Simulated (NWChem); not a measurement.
Molecule: CH3ClCrOS; SMILES [CH3][Cr](=[O])(=[S])[Cl]

No frequency run checked for a minimum.

Q: Give the equilibrium geometry at B3LYP/6-31G* (spherical d) (NWChem) as a Z-matrix, with the point group.

A: point group C1; any orientation.
```
Cr
O 1 1.5419
S 1 1.9847 2 111.02
C 1 1.9891 2 103.00 3 110.25
H 4 1.0908 1 111.64 2 -56.46
H 4 1.0932 5 111.24 1 119.87
H 4 1.0954 5 110.82 6 125.15
Cl 1 2.1332 2 114.35 4 118.16
```
